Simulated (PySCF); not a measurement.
Species: `COCC(C)(C)C`. The columns A, B, C and D hold Mulliken, IAO, Hirshfeld and ESP-fitted charges (e) of one PBE0/pcSseg-1 density (PySCF), in a shuffled order. Coordinates in Å (GFN2-xTB); the density's dipole moment is (0.53, 1.03, -0.17) D.

```csv
atom,x,y,z,A,B,C,D
C1,2.892,-0.047,0.405,-0.269,-0.020,-0.041,-0.198
O2,1.563,-0.480,0.324,-0.247,-0.520,-0.125,-0.392
C3,0.670,0.550,-0.035,-0.003,+0.178,+0.004,-0.046
C4,-0.763,0.002,-0.104,+0.582,-0.630,+0.023,+0.057
C5,-0.825,-1.112,-1.150,-0.400,-0.150,-0.124,-0.419
C6,-1.710,1.138,-0.495,-0.652,-0.154,-0.118,-0.418
C7,-1.154,-0.555,1.265,-0.396,-0.150,-0.124,-0.418
H8,3.011,0.739,1.162,+0.112,+0.085,+0.035,+0.118
H9,3.489,-0.913,0.684,+0.141,+0.119,+0.050,+0.156
H10,3.245,0.344,-0.559,+0.111,+0.085,+0.035,+0.118
H11,0.958,0.968,-1.013,+0.037,+0.091,+0.028,+0.106
H12,0.724,1.364,0.706,+0.037,+0.091,+0.028,+0.106
H13,-0.118,-1.895,-0.894,+0.076,+0.124,+0.034,+0.149
H14,-0.573,-0.726,-2.136,+0.088,+0.099,+0.035,+0.130
H15,-1.825,-1.538,-1.191,+0.091,+0.104,+0.037,+0.132
H16,-1.673,1.941,0.239,+0.138,+0.105,+0.037,+0.133
H17,-1.442,1.549,-1.466,+0.138,+0.105,+0.037,+0.133
H18,-2.731,0.769,-0.549,+0.162,+0.112,+0.041,+0.140
H19,-0.452,-1.330,1.559,+0.075,+0.124,+0.034,+0.149
H20,-1.138,0.230,2.017,+0.087,+0.099,+0.035,+0.130
H21,-2.155,-0.980,1.229,+0.091,+0.104,+0.037,+0.132
```

Question: Which column most likely holds the ESP-fitted charges?

Answer: A. Σ q r misses the density's dipole by 0.03 D (A), 0.40 D (C), 0.52 D (D), 0.72 D (B). Charges fitted to the outside potential are the only set here that is tied to the molecule's multipoles.

Question: And the Hirshfeld charges?

Answer: C. The mean sizes are 0.051 e (C), 0.155 e (B), 0.180 e (D), 0.187 e (A), and Hirshfeld charges are commonly the smallest of these schemes.

As computed, A = ESP-fitted, B = Mulliken, C = Hirshfeld, D = IAO. Hydrogens on carbon: ESP-fitted +0.04 to +0.16, Mulliken +0.08 to +0.12, Hirshfeld +0.03 to +0.05, IAO +0.11 to +0.16 e.

The Mulliken scheme counts on each atom the diagonal of the density matrix times the overlap matrix over that atom's basis functions. The IAO scheme counts the electrons in orthogonalised intrinsic atomic orbitals, a minimal basis polarised so that it spans the occupied orbitals exactly.

Geometry: GFN2-xTB, one conformer, isolated molecule.

Conformer computed: `[CH3:1][O:2][CH2:3][C:4]([CH3:5])([CH3:6])[CH3:7]`: C1–O2–C3–C4 180°, O2–C3–C4–C5 -60°.
